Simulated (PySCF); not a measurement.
**Bonding in `CSCCC/C=C\[O-]`**

Species: C6H11OS (charge -1).
Atom-mapped SMILES: `[CH3:1][S:2][CH2:3][CH2:4][CH2:5]/[CH:6]=[CH:7]\[O-:8]` (hydrogens: H9, H10, H11 on C1; H12, H13 on C3; H14, H15 on C4; H16, H17 on C5; H18 on C6; H19 on C7)

Geometry (GFN2-xTB, Å), atoms numbered from 1 in this order:
```
atom  x, y, z in Å
C1     3.0605    0.7613   -0.7498
S2     2.4304   -0.7397    0.0585
C3     0.7139   -0.1762    0.3131
C4    -0.1658   -1.2457    0.9223
C5    -1.5971   -0.6809    1.0658
C6    -2.2009   -0.2461   -0.2336
C7    -2.1700    1.0480   -0.6530
O8    -1.6823    2.0622   -0.0828
H9     2.9896    1.5964   -0.0576
H10    2.4633    0.9618   -1.6352
H11    4.0959    0.5828   -1.0227
H12    0.3109    0.1144   -0.6573
H13    0.7492    0.7045    0.9545
H14    0.2304   -1.5493    1.8983
H15   -0.1756   -2.1264    0.2727
H16   -1.5479    0.1938    1.7209
H17   -2.2128   -1.4483    1.5579
H18   -2.6339   -1.0128   -0.8672
H19   -2.6675    1.2093   -1.6589
```

Bond orders from the PBE0/pcSseg-1 density (PySCF). One conformer (not necessarily the lowest) at the GFN2-xTB geometry, without solvent, vibrations or thermal averaging. The pcSseg-1 basis has no diffuse functions, a weakness for an anion. The HOMO energy is positive at this level (+0.13 eV), so the outermost electrons may be held by the finite basis alone.

Problem. How far do the computed orders between heavy atoms stray from the drawn ones?

Solution. The largest departure is 0.665, at C7–O8 (drawn single, 1.665). Drawn single, order above 1.12: C7–O8 (1.665). Drawn double or triple, more than 0.30 short of the drawn order: C6–C7 (1.523). The SMILES, with its formal charges, is one Lewis structure only.

Problem. Give the Mayer order of every bond, beside its length.

Solution. 
```json
{"bond": "C1–S2", "drawn as": "single", "length (Å)": "1.817", "Mayer order": "1.002"}
{"bond": "S2–C3", "drawn as": "single", "length (Å)": "1.825", "Mayer order": "0.952"}
{"bond": "C3–C4", "drawn as": "single", "length (Å)": "1.513", "Mayer order": "1.032"}
{"bond": "C4–C5", "drawn as": "single", "length (Å)": "1.545", "Mayer order": "1.022"}
{"bond": "C5–C6", "drawn as": "single", "length (Å)": "1.497", "Mayer order": "1.038"}
{"bond": "C6–C7", "drawn as": "double", "length (Å)": "1.361", "Mayer order": "1.523"}
{"bond": "C7–O8", "drawn as": "single", "length (Å)": "1.262", "Mayer order": "1.665"}
{"bond": "C1–H9", "drawn as": "single", "length (Å)": "1.087", "Mayer order": "0.955"}
{"bond": "C1–H10", "drawn as": "single", "length (Å)": "1.087", "Mayer order": "0.953"}
{"bond": "C1–H11", "drawn as": "single", "length (Å)": "1.086", "Mayer order": "0.965"}
{"bond": "C3–H12", "drawn as": "single", "length (Å)": "1.090", "Mayer order": "0.913"}
{"bond": "C3–H13", "drawn as": "single", "length (Å)": "1.090", "Mayer order": "0.935"}
{"bond": "C4–H14", "drawn as": "single", "length (Å)": "1.096", "Mayer order": "0.949"}
{"bond": "C4–H15", "drawn as": "single", "length (Å)": "1.094", "Mayer order": "0.949"}
{"bond": "C5–H16", "drawn as": "single", "length (Å)": "1.094", "Mayer order": "0.938"}
{"bond": "C5–H17", "drawn as": "single", "length (Å)": "1.100", "Mayer order": "0.960"}
{"bond": "C6–H18", "drawn as": "single", "length (Å)": "1.085", "Mayer order": "0.966"}
{"bond": "C7–H19", "drawn as": "single", "length (Å)": "1.134", "Mayer order": "0.929"}
```

Bonds between the same two heavy elements. C–S: lowest S2–C3 (0.952, 1.825 Å), highest C1–S2 (1.002, 1.817 Å). C–C: lowest C4–C5 (1.022, 1.545 Å), highest C6–C7 (1.523, 1.361 Å).

Problem. Sum the orders of all bonds at each heavy atom with more than one neighbour and set the sums beside the valence in the SMILES.

Solution. C1 3.875 (drawn 4), S2 1.954 (drawn 2), C3 3.832 (drawn 4), C4 3.952 (drawn 4), C5 3.958 (drawn 4), C6 3.527 (drawn 4), C7 4.117 (drawn 4). Orders between atoms that aren't bonded are not in these sums.

For a closed shell the Mayer order of atoms A and B is Σ (PS)μν (PS)νμ over the basis functions μ on A and ν on B, with P the density and S the overlap matrix.

These values come from a run that also computed NMR shieldings. The run took 52 s wall on one thread of an Intel Xeon Platinum 8259CL at 2.50 GHz (shared host), and the process peaked at 0.98 GiB of memory.
